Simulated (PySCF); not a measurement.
**Electric field gradients and quadrupole coupling constants**

C₅H₁₂NO (charge +1).
SMILES with atom numbers: `[CH2:1]=[CH:2][CH2:3][NH2+:4][CH2:5][O:6][CH3:7]` (hydrogens: H8, H9 on C1; H10 on C2; H11, H12 on C3; H13, H14 on N4; H15, H16 on C5; H17, H18, H19 on C7)

Geometry (GFN2-xTB, Å), atoms numbered from 1 in this order:
```
atom  x, y, z in Å
C1    -2.3331    1.9059    1.5108
C2    -1.7200    1.5639    0.3931
C3    -1.3514    0.1497    0.0506
N4     0.1294    0.0165   -0.0849
C5     0.6183   -1.3736   -0.4956
O6     1.9736   -1.4406   -0.4339
C7     2.6945   -1.0309   -1.5940
H8    -2.6093    1.1818    2.2592
H9    -2.6019    2.9269    1.7144
H10   -1.4720    2.3055   -0.3539
H11   -1.6917   -0.5355    0.8288
H12   -1.8032   -0.1421   -0.9012
H13    0.5779    0.2446    0.8133
H14    0.4649    0.7087   -0.7674
H15    0.2072   -1.5793   -1.4942
H16    0.2075   -2.0771    0.2365
H17    3.7209   -1.3482   -1.4301
H18    2.6737    0.0544   -1.7251
H19    2.3048   -1.5214   -2.4883
```

Field gradients from the B3LYP/pcJ-1 density (PySCF, non-relativistic), principal values in atomic units, ordered |Vxx| ≤ |Vyy| ≤ |Vzz|:

```tsv
atom	Vxx	Vyy	Vzz
N4	0.0066	0.0463	-0.0530
O6	-0.2313	-1.7606	1.9919
```

Task: Find the asymmetry η = (Vxx − Vyy)/Vzz and the couplings χ = eQV/h (234.96 MHz × Q in barn × V in au), with Q(14N) = 0.02044 b, Q(17O) = −0.0256 b.

Result: 
```csv
atom,environment,nucleus,η,χzz (MHz),χxx (MHz),χyy (MHz)
N4,ammonium nitrogen,14N,0.75,-0.254,0.032,0.223
O6,ether oxygen,17O,0.77,-11.98,1.39,10.59
```

The tensor is traceless: Vxx + Vyy + Vzz = 0.

Task: What is Vzz at O6 in SI units (1 au = 9.71736 × 10²¹ V/m²)?

Result: 1.9919 au = 19.356 × 10²¹ V/m².

Task: And the gradient at the other heavy atoms, for which no coupling is worked out here?

Result: 
| atom | environment | Vzz (au) | η |
| --- | --- | --- | --- |
| C1 | terminal =CH2 carbon | 0.429 | 0.20 |
| C2 | alkene CH carbon | -0.236 | 0.58 |
| C3 | sp3 carbon bound to nitrogen | 0.462 | 0.09 |
| C5 | sp3 carbon bound to oxygen | -0.427 | 0.93 |
| C7 | methoxy carbon | 0.498 | 0.17 |

Task: What couplings would deuterons (Q(2H) = 0.00286 b) have in place of the hydrogens, at this geometry?

Result: 
```csv
atom,bonded to,bond length (Å),Vzz (au),η,χzz (kHz)
H8,C1,1.077,0.3168,0.05,213
H9,C1,1.075,0.3188,0.04,214
H10,C2,1.081,0.3085,0.10,207
H11,C3,1.091,0.2777,0.09,187
H12,C3,1.093,0.2752,0.08,185
H13,N4,1.030,0.3094,0.01,208
H14,N4,1.028,0.3158,0.02,212
H15,C5,1.099,0.2587,0.08,174
H16,C5,1.095,0.2655,0.07,178
H17,C7,1.087,0.2892,0.08,194
H18,C7,1.093,0.2849,0.12,191
H19,C7,1.092,0.2825,0.11,190
```

Isolated species at its GFN2-xTB geometry (one conformer only). GFN2-xTB bond lengths can be off by several hundredths of an ångström, more for odd bonds, and the gradients follow them. With so small a basis the couplings can be 20 % off.
